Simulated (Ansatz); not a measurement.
`P[PH][GaH2]` from Hartree–Fock to CCSD(T)

```xyz
8

P     0.338    0.275    1.131
P     1.057   -0.887   -0.638
Ga   -0.779    0.494   -1.176
H     0.286   -0.704    2.145
H     1.521    0.938    1.523
H     0.203   -1.971   -0.294
H    -0.403    1.953   -1.592
H    -2.222   -0.098   -1.099
```

The species carries charge 0 and has multiplicity 1. Correlated methods include outer-core shells of Ga, which these sets cover unevenly. Scalar relativity is left out up to krypton. The geometry is a stationary point of PBE0-D4/def2-TZVP. It is one conformer, not always the lowest. Frozen core, restricted reference, Ansatz 0.2.0.

```csv
basis,HF (Eh),MP2 corr.,CCSD corr.,(T),CCSD(T) total
def2-SVP,-2607.15393,-0.46442,?,-0.01782,?
def2-TZVPP,-2607.64209,-0.55431,?,-0.02763,?
def2-QZVPP,?,?,–,–,–
```

(1) Fill in the withheld values. (Estimate.)

Answers

(1) The calculation gave: def2-SVP CCSD corr.: -0.50276; def2-SVP CCSD(T) total: -2607.67451; def2-TZVPP CCSD corr.: -0.59516; def2-TZVPP CCSD(T) total: -2608.26488; def2-QZVPP HF (Eh): -2607.70218; def2-QZVPP MP2 corr.: -0.82709.
